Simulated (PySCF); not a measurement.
**CoF3: umbrella curve**

All numbers come from UPBE0 in PySCF with Co def2-SVP, F def2-SVP; no relativity; density-fitted integrals.

Rigid scan from the quintet minimum (Co–F 1.724 Å (×3); F–Co–F 120.0° (×3)). Coordinate: angle between each bond and the threefold axis, bonds fixed. Energies in kJ/mol from the minimum.

**Question.** Predict the curve at 55, 60, 65, 70, 75, 80, 85, 90.

**Answer.** 
```csv
angle of the bonds to the threefold axis (°),E (kJ/mol),dipole size (D),⟨S²⟩
55,191.3,5.68,6.01
60,126.5,5.00,6.01
65,80.4,4.25,6.01
70,47.5,3.46,6.01
75,24.8,2.62,6.01
80,10.6,1.76,6.01
85,2.5,0.89,6.01
90,0.0,0.00,6.01
```

Open d and f shells are described by one determinant, and the ground state may have another occupation or spin.
